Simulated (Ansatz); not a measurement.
Problem. Name a neutral molecule of B, C, O and H with HOMO–LUMO gap (PBE0/def2-TZVPP) between 6.10 and 6.40 eV and HOMO energy (B3LYP/def2-TZVPP) between -7.40 and -7.10 eV (Ansatz, PBE0-D4/def2-TZVP geometry).

Solution. `B/C=C/O` (6.14 eV, -7.38 eV); `BCOC` (6.17 eV, -7.30 eV). Other molecules can fit too; these were computed, each in one conformer that needn't be the lowest.

B3LYP here is the variant with VWN-RPA as its local correlation; programs differ in this.
